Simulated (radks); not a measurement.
Results of a calculation; reference values are marked as such.
Excited configurations of the lutetium ion Lu3+: one electron is placed in a higher orbital outside [Xe] 4f13. The ground configuration is [Xe] 4f14. Code: a radial shooting solver on a logarithmic mesh with Libxc functionals. Model: Dirac Kohn-Sham, PBEsol, spin-unpolarised, spherical densities, finite nucleus; open shells fill j = l - 1/2 first; Fermi nuclear charge, rms radius 5.37 fm. Excitation = E - E(ground); binding = E(ion) - E, where the ion is the core of charge +4; n* = 4/sqrt(2 binding) in atomic units, and the quantum defect is n - n*.

| outer orbital | excitation (eV) | binding (eV) | eigenvalue (eV) | <r> (bohr) |
|---|---|---|---|---|
| 5d3/2 | 12.821 | 33.121 | -27.373 | 1.920 |
| 5f5/2 | 31.904 | 14.039 | -11.747 | 4.235 |
| 6s1/2 | 15.189 | 30.753 | -26.998 | 2.760 |
| 6p1/2 | 21.071 | 24.871 | -21.723 | 3.175 |
| 6d3/2 | 29.801 | 16.141 | -14.079 | 4.487 |
| 7s1/2 | 29.703 | 16.239 | -14.475 | 5.159 |
| 7p1/2 | 32.002 | 13.941 | -12.366 | 5.784 |
| 7d3/2 | 35.903 | 10.040 | -8.856 | 7.604 |
| 7f5/2 | 39.412 | 6.531 | -5.764 | 11.22 |

The Delta-SCF ionisation energy is 45.943 eV (NIST Atomic Spectra Database: 45.25 eV, semi-empirical). Self-interaction in the functional shifts the binding energies and quantum defects, so they are the method's values and not measured ones. Spin polarisation and multiplet splitting are left out, so open shells lie too high by an amount that depends on their filling.

Beside tabulated values, note that spin-unpolarised runs miss the spin-polarisation part of the exchange energy of open shells.
